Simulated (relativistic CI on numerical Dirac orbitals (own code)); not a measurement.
## Ag³⁺ (4d8) in a crystal field

Calculated by Dirac-Coulomb-Breit CI, separate exchange-only KLI orbitals for each configuration, a model potential for QED, valence Slater integrals scaled by 0.75, one configuration in a parametric crystal field (own radial code).

Field parameters in Wybourne normalisation: Td as Oh with Dq negative (B⁴₀ = 21Dq, B⁴₄ = √(5/14) B⁴₀). The field is a parameter set, without covalency.

S is read from ⟨S²⟩ = S(S + 1).

Levels (cm⁻¹, degeneracy): 0 (1), 825 (3), 1870 (2), 3188 (3), 6387 (3), 7145 (3), 8003 (1), 8095 (2), 11490 (3), 13495 (2), 14951 (3), 18386 (3).

**Question.** Which field gives this pattern?
A. Td, 10Dq = -11150 cm⁻¹
B. Td, 10Dq = -17550 cm⁻¹
C. Td, 10Dq = -15400 cm⁻¹
D. Td, 10Dq = -4800 cm⁻¹

**Answer.** D. Td, 10Dq = -4800 cm⁻¹, ground level with S = 1.00.
